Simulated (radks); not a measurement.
The numbers below are computed, except where a source is named.
Ionisation of the tungsten ion W+, [Xe] 4f14 5d4 6s1, to [Xe] 4f14 5d4 as the strength of local exchange is varied. Code: a radial shooting solver on a logarithmic mesh with Libxc functionals. Model: Dirac Kohn-Sham, Slater X-alpha exchange (alpha = 2/3 is LDA exchange), no correlation, spin-unpolarised, spherical densities, finite nucleus; open shells are shared between the two j in proportion to 2j + 1; Fermi nuclear charge, rms radius 5.3658 fm.

alpha  E(W+) (hartree)  exchange (hartree)  IE (eV)  -e of the level emptied (eV)  <r> of it (bohr)
0.596      -16113.3792           -274.4216   14.460                10.953 (6s1/2)             3.025
0.667      -16146.1061           -307.7845   14.963                11.434 (6s1/2)             2.984
0.75       -16184.4550           -346.9664   15.563                12.012 (6s1/2)             2.936
0.77       -16193.7102           -356.4368   15.709                12.154 (6s1/2)             2.925
0.853      -16232.1801           -395.8594   16.323                12.750 (6s1/2)             2.879
1.014      -16307.0799           -472.8814   17.547                13.950 (6s1/2)             2.792

NIST Atomic Spectra Database: 16.4 +/- 0.15 eV (semi-empirical). The Delta-SCF value meets it near alpha = 0.86. Spin polarisation and multiplet splitting are left out, so open shells lie too high by an amount that depends on their filling. Sharing an open shell by 2j + 1 raises it above the true ground level by a part of the spin-orbit splitting, which enters the differences from NIST.

Beside tabulated values, note that spin-unpolarised runs miss the spin-polarisation part of the exchange energy of open shells.
